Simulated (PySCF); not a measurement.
Dipole response of C (carbon, neutral)

[He] 2s2 2p2, high-spin 3P determinant. Calculation: PySCF 2.14, in dyall-av3z; the non-relativistic Hamiltonian (point nucleus). Coupled (time-dependent) response in atomic units; α is the mean over directions.

| method | mean α (bohr³) | α xx, yy, zz | C₆ (like pair) | S(−4) |
| --- | --- | --- | --- | --- |
| UHF | 11.93 | 10.87, 12.46, 12.46 | 46.20 | 94.31 |
| PBE | 13.32 | 11.29, 14.34, 14.34 | 54.28 | 108.9 |
| PBE0 | 12.60 | 10.92, 13.44, 13.44 | 50.53 | 92.91 |
| B97-3 | 12.19 | 10.65, 12.96, 12.96 | 48.45 | 83.78 |
| PW91 | 13.22 | 11.23, 14.21, 14.21 | 53.65 | 107.6 |

S(−4) is the Cauchy moment in α(ω) = α(0) + S(−4) ω² + …

Reference α: 11.3 ± 0.4 bohr³ (recommended; Schwerdtfeger and Nagle, table of static dipole polarizabilities (2023 update)). Published C₆: 46.60 (Chu and Dalgarno (2004); Tang, Norbeck and Certain (1976)).

α(iu) at B97-3:

```csv
u (hartree),α(iu) (bohr³)
0,12.19
0.0500,11.99
0.100,11.43
0.200,9.740
0.300,7.967
0.500,5.261
0.750,3.324
1.00,2.263
1.50,1.232
2.00,0.7714
3.00,0.3845
5.00,0.1547
```

A single London oscillator, α(iu) = α/(1 + u²/ω²), gives C₆ = (3/4) ω α². Matching the computed C₆ needs ω = 4 × 48.45 / (3 × 12.19²) = 0.435 hartree.

The components differ because the open shell of this determinant is not spherical; for a pure term their mean is the scalar polarisability.
